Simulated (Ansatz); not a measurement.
`C[SiH](N)I` and `C[SiH](N)Cl` differ in one element.

Ansatz, PBE0-D4/def2-TZVP geometries, multiplicity 1. Each molecule was computed in one conformer, which needn't be the lowest.

Elements past krypton have def2 core potentials.  Spin–orbit coupling is left out; it splits and shifts lone-pair levels of the heavy atoms by tenths of an eV.

```json
{"property": "HOMO energy (PBE/def2-TZVPP) / eV", "`C[SiH](N)I`": "-6.05"}
{"property": "zero-point energy (PBE0-D4/def2-TZVP) / kJ/mol", "`C[SiH](N)I`": "191.6"}
{"property": "HOMO energy (PBE0/def2-TZVPP) / eV", "`C[SiH](N)I`": "-7.23"}
{"property": "size of the dipole moment (PBE/def2-TZVPP) / D", "`C[SiH](N)I`": "2.30"}
{"property": "LUMO energy (ωB97M-V/def2-TZVPP) / eV", "`C[SiH](N)I`": "2.04"}
{"property": "HOMO–LUMO gap (B3LYP/def2-TZVPP) / eV", "`C[SiH](N)I`": "6.97"}
```

Problem. Give the same properties after the change, and the shifts. (An estimate is asked.)

Solution. The calculation gave: 
| property | `C[SiH](N)Cl` | shift |
| --- | --- | --- |
| HOMO energy (PBE/def2-TZVPP) / eV | -6.39 | -0.34 |
| zero-point energy (PBE0-D4/def2-TZVP) / kJ/mol | 193.4 | 1.8 |
| HOMO energy (PBE0/def2-TZVPP) / eV | -7.84 | -0.61 |
| size of the dipole moment (PBE/def2-TZVPP) / D | 1.98 | -0.32 |
| LUMO energy (ωB97M-V/def2-TZVPP) / eV | 2.19 | 0.15 |
| HOMO–LUMO gap (B3LYP/def2-TZVPP) / eV | 8.01 | 1.04 |

With PBE0 the HOMO falls by 0.61 eV and the LUMO rises by 0.53 eV, so the gap widens by about 1.14 eV. PBE moves the HOMO by -0.34 eV and ωB97M-V by -0.82 eV. Dipoles are sizes alone; their direction can turn.

Positive LUMOs are unbound, so they and the gaps depend on the basis.

B3LYP here is the variant with VWN-RPA as its local correlation; programs differ in this.
